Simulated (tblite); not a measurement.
Problem. What does the GFN2-xTB structure of `C(C(C(C)([SiH3])C)=O)#C` look like in three dimensions?

Solution. 
```
atom  x, y, z in Å
C1     3.1661    0.2781    0.5081
C2     2.0977    0.1575   -0.0272
C3     0.8680    0.0091   -0.7695
O4     0.8549    0.1024   -1.9790
C5    -0.3574   -0.1820    0.0703
C6    -0.0783   -0.9752    1.3451
C7    -1.4520   -0.8594   -0.7522
Si8   -0.8970    1.6235    0.5076
H9     4.0862    0.3830    1.0050
H10    0.2715   -1.9790    1.1025
H11    0.6778   -0.4928    1.9605
H12   -0.9903   -1.0690    1.9316
H13   -2.3910   -0.8838   -0.2030
H14   -1.6059   -0.3313   -1.6901
H15   -1.1653   -1.8846   -0.9876
H16   -1.1474    2.3611   -0.7258
H17   -2.1155    1.4998    1.3084
H18    0.1691    2.2488    1.2907
```

Orientation and origin are arbitrary. Atoms count from 1 in this order. Si8 (SiH3 silicon) is tetrahedral (angles from 106.1° to 111.3°). Of the pairs four or more bonds apart, C2···H11 is among the closest relative to their van der Waals radii: 2.53 Å, 87 % of the sum of Bondi's values. The 5 C–C bonds span 1.201 Å (C1≡C2, drawn triple) to 1.528 Å (C5–C7, drawn single), a spread of 0.327 Å.

Bonds between heavy atoms (Å): C1≡C2 1.201, C2–C3 1.444, C3=O4 1.213, C3–C5 1.498, C5–C6 1.527, C5–C7 1.528, C5–Si8 1.934.

Structure optimised with GFN2-xTB, isolated species.

Point group: C1 (no symmetry element, even within 0.4 Å). Its GFN2-xTB frequencies are all real (lowest 37 cm⁻¹). The numbers are those of one conformer (C2–C3–C5–C6 -34°).

These are computed values.
